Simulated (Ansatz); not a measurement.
Start from `F[Si](F)(F)[SeH]` and change one element to get `[F][Ge]([F])([F])[SeH]`.

Ansatz, PBE0-D4/def2-TZVP geometries, multiplicity 1. Each molecule was computed in one conformer, which needn't be the lowest.

Scalar relativity is left out up to krypton.

```
                                          property  `F[Si](F)(F)[SeH]`
size of the dipole moment (ωB97M-V/def2-TZVPP) / D                1.52
             LUMO energy (ωB97M-V/def2-TZVPP) / eV                1.46
  size of the dipole moment (B3LYP/def2-TZVPP) / D                1.57
              HOMO–LUMO gap (PBE0/def2-TZVPP) / eV                7.54
                 LUMO energy (PBE/def2-TZVPP) / eV               -1.36
                LUMO energy (PBE0/def2-TZVPP) / eV               -0.47
```

Q: What does the change do to each property? (Best estimate.)

A: Ansatz gave: 
```csv
property,`[F][Ge]([F])([F])[SeH]`,shift
size of the dipole moment (ωB97M-V/def2-TZVPP) / D,2.84,1.32
LUMO energy (ωB97M-V/def2-TZVPP) / eV,0.37,-1.09
size of the dipole moment (B3LYP/def2-TZVPP) / D,2.88,1.31
HOMO–LUMO gap (PBE0/def2-TZVPP) / eV,6.69,-0.85
LUMO energy (PBE/def2-TZVPP) / eV,-2.66,-1.30
LUMO energy (PBE0/def2-TZVPP) / eV,-1.68,-1.21
```

With PBE0 the HOMO falls by 0.36 eV and the LUMO falls by 1.21 eV, so the gap narrows by about 0.85 eV. PBE moves the HOMO by -0.35 eV and ωB97M-V by -0.39 eV. Dipoles are sizes alone; their direction can turn.

B3LYP here is the variant with VWN-RPA as its local correlation; programs differ in this.

Spin–orbit coupling is left out; it splits and shifts lone-pair levels of the heavy atoms by tenths of an eV.
